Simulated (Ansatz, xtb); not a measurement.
Relative energy of two conformers of C3H7AlCl2

We compare I, `CC[CH2][Al]([Cl])[Cl]`, a singlet, with II, `CC[CH2][Al]([Cl])[Cl]`, a singlet. Both are isolated molecules in the gas phase, relaxed with PBE0-D4/def2-SVP.

I (Å):

```yaml
atoms:
  - { symbol: C, position_ang: [-0.0197, -0.5297, -0.2213] }
  - { symbol: C, position_ang: [0.2061, -0.5616, 1.2827] }
  - { symbol: C, position_ang: [-0.2252, 0.7351, 1.9727] }
  - { symbol: Al, position_ang: [-2.0907, 1.1846, 1.6597] }
  - { symbol: Cl, position_ang: [-2.7711, 3.1583, 1.4230] }
  - { symbol: Cl, position_ang: [-3.5563, -0.3211, 1.5602] }
  - { symbol: H, position_ang: [0.3184, -1.4557, -0.7105] }
  - { symbol: H, position_ang: [-1.0945, -0.4208, -0.4599] }
  - { symbol: H, position_ang: [0.5149, 0.3116, -0.6918] }
  - { symbol: H, position_ang: [-0.3460, -1.4141, 1.7138] }
  - { symbol: H, position_ang: [1.2726, -0.7590, 1.4895] }
  - { symbol: H, position_ang: [-0.0701, 0.6731, 3.0656] }
  - { symbol: H, position_ang: [0.3924, 1.5865, 1.6342] }
```

II (Å):

```xyz
13

C     0.7114    0.1143    0.6526
C    -0.6310   -0.2928    1.2422
C    -1.3575    0.8596    1.9388
Al   -3.0746    0.4400    2.7395
Cl   -3.8768   -1.5003    2.6700
Cl   -4.2248    1.8976    3.7208
H     1.2105   -0.7330    0.1571
H     0.5916    0.9158   -0.0943
H     1.3907    0.4926    1.4337
H    -0.4823   -1.1246    1.9524
H    -1.2706   -0.7091    0.4447
H    -1.5219    1.6993    1.2364
H    -0.7256    1.2918    2.7388
```

**Question.** Estimate E(II) − E(I) at the level CCSD(T)/def2-SVP + ΔMP2/def2-TZVPP.

**Answer.** CCSD(T)/def2-SVP + ΔMP2/def2-TZVPP gives E(II) − E(I) = +0.014 eV, slightly favouring structure I, which is too small a margin to settle the true order.

How the difference moves with the method:

| level | geometry | E(II) − E(I) (eV) | departure from the last row (eV) | job, with rough time for the two |
| --- | --- | --- | --- | --- |
| PBE0-D4/def2-SVP | PBE0-D4/def2-SVP | +0.044 | +0.030 | optimisation, 86 s |
| HF/def2-SVP | PBE0-D4/def2-SVP | −0.011 | −0.025 | part of the CCSD(T) run |
| MP2/def2-SVP | PBE0-D4/def2-SVP | +0.031 | +0.017 | part of the CCSD(T) run |
| CCSD(T)/def2-SVP | PBE0-D4/def2-SVP | +0.028 | +0.014 | single point |
| CCSD(T)/def2-SVP + ΔMP2/def2-TZVPP | PBE0-D4/def2-SVP | +0.014 |  | single point, 73 s |

The largest departure from CCSD(T)/def2-SVP + ΔMP2/def2-TZVPP is that of PBE0-D4/def2-SVP, 0.030 eV. Levels run at GFN2-xTB geometries aren't shown. The last row adds to CCSD(T) the change of the MP2 difference between the two basis sets, here −0.014 eV.

With thermal terms from frequencies at re-optimised GFN2-xTB minima (ideal gas, soft modes damped towards free rotors, one conformer each, 298.15 K, 1 atm): the zero-point term adds +0.005 eV; ΔH is +0.024 and ΔG +0.003 eV.

The correlated steps freeze 18 core orbitals. Codes used: Ansatz 0.2.0, xtb 6.7.1; the last row on 2 threads of Arm Neoverse V1 on a shared host.
